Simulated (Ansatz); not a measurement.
`[BH2][Al]1[CH2][CH]1C` + `[SiH3]S` → `BS[SiH3]` + `C[CH]1[CH2][AlH]1`  (cleavage of the B–Al bond)

Calculated with Ansatz (gas phase, PBE0-D4/def2-TZVP geometries, no zero-point term in ΔE). CBS: MP2 limit from def2 TZ/QZ plus the TZ coupled-cluster correction, frozen cores. Functionals use def2-TZVPP.

`[BH2][Al]1[CH2][CH]1C`:

```xyz
13

B     0.400   -0.945    2.906
Al   -0.159   -0.125    1.105
C    -1.368    0.399   -0.338
C     0.081    0.741   -0.645
C     0.738    0.056   -1.818
H     0.448   -0.285    3.904
H     0.707   -2.098    3.000
H    -2.057    1.227   -0.182
H    -1.810   -0.393   -0.941
H     0.297    1.808   -0.592
H     0.337    0.430   -2.769
H     1.819    0.211   -1.823
H     0.566   -1.026   -1.808
```

`[SiH3]S`:

Cartesian coordinates in Å:
```
Si 0.260 -0.312 0.337
S -0.825 1.413 -0.305
H -0.544 -1.552 0.187
H 0.550 -0.067 1.770
H 1.529 -0.471 -0.417
H -0.970 0.989 -1.572
```

`BS[SiH3]`:

Cartesian coordinates in Å:
```
B 0.607 -1.566 -0.302
S -1.028 -0.894 -0.147
Si -0.532 1.170 0.227
H 1.576 -0.876 -0.192
H 0.691 -2.735 -0.520
H 0.229 1.721 -0.920
H 0.270 1.279 1.468
H -1.813 1.902 0.384
```

`C[CH]1[CH2][AlH]1`:

```xyz
11

C     0.168   -1.169   -0.864
C     0.205   -0.305    0.373
C     0.369    1.254    0.160
Al   -1.165    0.762    1.180
H    -0.086   -2.204   -0.622
H    -0.575   -0.815   -1.585
H     1.137   -1.173   -1.380
H     0.944   -0.669    1.093
H     0.198    1.558   -0.875
H     1.290    1.700    0.532
H    -2.486    1.060    1.988
```

```json
{"level": "r2SCAN-D4", "ΔE (kcal/mol)": "-20.9", "difference from CCSD(T)/CBS": "3.2"}
{"level": "PBE0", "ΔE (kcal/mol)": "-21.7", "difference from CCSD(T)/CBS": "2.4"}
{"level": "HF/def2-TZVPP", "ΔE (kcal/mol)": "-25.9", "difference from CCSD(T)/CBS": "-1.8"}
{"level": "MP2/def2-TZVPP", "ΔE (kcal/mol)": "-26.9", "difference from CCSD(T)/CBS": "-2.8"}
{"level": "SCS-MP2/def2-TZVPP", "ΔE (kcal/mol)": "-26.3", "difference from CCSD(T)/CBS": "-2.2"}
{"level": "CCSD(T)/def2-TZVPP", "ΔE (kcal/mol)": "-23.7", "difference from CCSD(T)/CBS": "0.4"}
{"level": "HF/def2-QZVPP", "ΔE (kcal/mol)": "-25.9", "difference from CCSD(T)/CBS": "-1.8"}
{"level": "MP2/def2-QZVPP", "ΔE (kcal/mol)": "-27.1", "difference from CCSD(T)/CBS": "-3.0"}
{"level": "SCS-MP2/def2-QZVPP", "ΔE (kcal/mol)": "-26.5", "difference from CCSD(T)/CBS": "-2.4"}
{"level": "CCSD/CBS(def2)", "ΔE (kcal/mol)": "-24.5", "difference from CCSD(T)/CBS": "-0.4"}
{"level": "CCSD(T)/CBS", "ΔE (kcal/mol)": "-24.1", "difference from CCSD(T)/CBS": "0"}
```

Largest T1 diagnostic among the species: 0.020, so the coupled-cluster value is less sure than usual.

The D4 term adds −1.0 kcal/mol with B3LYP and −0.5 kcal/mol with PBE0; it sums over pairs of atoms, weighted by their polarisabilities, and B3LYP, whose exchange is more repulsive, gets the larger term. From PBE to PBE0 (25 % exact exchange), in def2-TZVPP and without D4, ΔE moves by −3.2 kcal/mol.

B3LYP here is the variant with VWN-RPA as its local correlation; programs differ in this.
